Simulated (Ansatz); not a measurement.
Job for Ansatz (a quantum-chemistry and plane-wave program): U-CCSD(T)/cc-pV(T+d)Z on Cl2H2Si (SMILES Cl[SiH2]Cl), a point of a bond scan (R = 3.078 Å). Files ending in .json are basis or fitting sets from the Basis Set Exchange.

Ansatz 0.2 input:
```yaml
crystal:
  periodic: [false, false, false]
  atoms:
    - {symbol: Cl, position_ang: [-2.50836938, 1.03359180, -0.01736256]}
    - {symbol: Si, position_ang: [-0.01146751, -0.76596349, 0.02370896]}
    - {symbol: Cl, position_ang: [1.68829371, 0.38281595, -0.02160291]}
    - {symbol: H, position_ang: [-0.01654524, -1.54120689, 1.27268693]}
    - {symbol: H, position_ang: [-0.03073375, -1.61675610, -1.17493812]}
basis:
  gaussian:
    orbitals: cc-pV_T+d_Z.json
correlation: {method: ccsd_t, electrons: outside_noble_gas}
scf: {omitted_lower_state_checks: [cluster_reference]}
magnetization: {spin_polarized: true, initial_magnetization: 0}
```

It printed:

```
WARN ansatz: RAYON_NUM_THREADS=1 ignored (pool sized by the plan → 1); use --threads N
Functional definition: HF
these checks for a lower state are left out or cut short: cluster_reference
integrals: 0.52 GiB planned
859 factors; integrals over basis functions are off by at most 8.1e-4 eV
mean field: 0.55 GiB planned
mean field evaluation 1: about -32899.9835 eV, gradient 1.7e1 eV
mean field evaluation 2: about -32899.9846 eV, gradient 1.7e1 eV
mean field evaluation 4: about -32902.4391 eV, gradient 1.6e0 eV
mean field evaluation 8: about -32902.4733 eV, gradient 7.7e-4 eV
mean field evaluation 16: about -32902.6200 eV, gradient 1.3e-1 eV
mean field evaluation 32: about -32902.6200 eV, gradient 2.5e-6 eV
mean field evaluation 64: about -32901.5696 eV, gradient 9.9e-1 eV
mean field evaluation 96: about -32901.4831 eV, gradient 8.1e-2 eV
mean field evaluation 128: about -32902.4733 eV, gradient 6.6e-6 eV
mean field -32902.62004774 eV, -1209.1489845574 hartree, gradient 1.9e-6 eV, S^2 0.491352; 14 other end points of the search recorded, 0 dependent functions left out
15 core orbitals not correlated
reference -32902.62004774 eV, -1209.1489845574 hartree; 10, 10 occupied and 120, 120 virtual orbitals, 859 factors
second order -13.03588245 eV of doubles, -0.00000000 eV of singles
coupled cluster: 1.16 GiB planned
cycle   1  -14.06769383 eV  change    -1.0e0 eV  update   1.0e-1
cycle   2  -14.53920052 eV  change   -4.7e-1 eV  update   4.7e-2
cycle   3  -14.64747429 eV  change   -1.1e-1 eV  update   4.0e-2
cycle   4  -14.72324827 eV  change   -7.6e-2 eV  update   3.0e-2
cycle   5  -14.75697072 eV  change   -3.4e-2 eV  update   1.5e-2
cycle   6  -14.78125723 eV  change   -2.4e-2 eV  update   6.5e-3
cycle   7  -14.78822567 eV  change   -7.0e-3 eV  update   2.4e-3
cycle   8  -14.78865022 eV  change   -4.2e-4 eV  update   1.4e-3
cycle   9  -14.78942166 eV  change   -7.7e-4 eV  update   6.0e-4
cycle  10  -14.78963638 eV  change   -2.1e-4 eV  update   2.7e-4
cycle  11  -14.78968812 eV  change   -5.2e-5 eV  update   9.2e-5
cycle  12  -14.78985023 eV  change   -1.6e-4 eV  update   4.5e-5
cycle  13  -14.78983236 eV  change    1.8e-5 eV  update   2.5e-5
cycle  14  -14.78982532 eV  change    7.0e-6 eV  update   1.5e-5
coupled cluster: 1.17 GiB planned
perturbative correction -0.66418296 eV, -0.0244082736 hartree
Total energy: -32918.07405601 eV, -1209.7169088866 hartree
Checks for a lower state left out: cluster_reference
```

The run converged. Its determinant has ⟨S²⟩ = 0.49, a mixture of spin states.

Cost: very roughly 30 core-seconds.
